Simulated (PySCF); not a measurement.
Species: C₆H₁₄BP.
Atom-mapped SMILES: `[BH3-:1][P+:2]1([C:3]([CH3:4])([CH3:5])[CH3:6])[CH:7]=[CH:8]1`

Geometry (PBE0-D3(BJ)/def2-SVP, Å), atoms numbered from 1 in this order:
```
atom  x, y, z in Å
B1    -1.7526   -1.9090    0.1489
P2    -1.0645   -0.1493   -0.1719
C3     0.7548    0.1601    0.1078
C4     1.5145   -0.6931   -0.9120
C5     1.0944    1.6347   -0.0663
C6     1.0706   -0.3059    1.5318
C7    -2.0158    1.3569   -0.0445
C8    -1.7620    1.0456   -1.3010
H9    -1.6157   -2.0778    1.3529
H10   -1.0536   -2.6531   -0.5253
H11   -2.9159   -1.8468   -0.2151
H12    2.5994   -0.5928   -0.7442
H13    1.3029   -0.3734   -1.9446
H14    1.2536   -1.7580   -0.8233
H15    0.8680    1.9911   -1.0830
H16    0.5418    2.2699    0.6434
H17    2.1712    1.7875    0.1121
H18    0.8133   -1.3651    1.6775
H19    2.1481   -0.1842    1.7302
H20    0.5207    0.2830    2.2827
H21   -2.5535    2.0693    0.5814
H22   -1.9670    1.3523   -2.3269
```

Probes without a nucleus sit at each ring's centroid and 1 Å off its mean plane on both sides; NICS is minus the shielding there, NICSzz its component along the normal. Level: GIAO KT3/pcSseg-1 (PySCF, non-relativistic, gas phase) on the PBE0-D3(BJ)/def2-SVP geometry, one conformer.

Ring bond lengths (Å): P2–C7 1.786, C7–C8 1.319, C8–P2 1.786.

What do the NICS probes read (ppm)?

```json
{"ring": "P2–C7–C8", "type": "3-membered ring with P; formal bonds 1 double, 2 single", "NICS(0)": "-21.0", "NICS(1), two faces": "-8.2 / -7.0", "NICS(1)zz, two faces": "-17.0 / -14.5", "rms pucker (Å)": "0.00", "centre to ring atoms, mean (Å)": "0.94"}
```

What can be read from them?

- P2–C7–C8: mean NICS(1)zz -15.7 ppm, shielded. P2 has four or more neighbours, so the value isn't read as a sign of a π ring current. NICS(0) lies 13 ppm below the mean NICS(1).

At the first NICS(1) probe listed for ring P2–C7–C8, 1 Å off the ring, how large is the induced field along the normal in 9.4 T applied along it?

NICSzz × B0 = -17.0 ppm × 9.4 T = -160 μT, against the applied field.

Give the inner angles of the rings.

- P2–C7–C8: P2 43.3°, C7 68.3°, C8 68.3°; sum 180.0° against 180° for a flat convex ring.

How do the values depend on the level or the medium?

```tsv
level	NICS(0), P2–C7–C8	mean NICS(1)zz, P2–C7–C8
KT3/pcSseg-1, gas	-21.0	-15.7
PBE0/pcSseg-1, gas	-21.4	-17.1
PBE0/pcSseg-1, IEF-PCM chloroform	-22.0	-17.7
PBE0/pcSseg-1, IEF-PCM dimethylsulfoxide	-22.2	-17.9
```

The geometry is the same throughout; the continuum's cavity takes Bondi-type radii × 1.2.
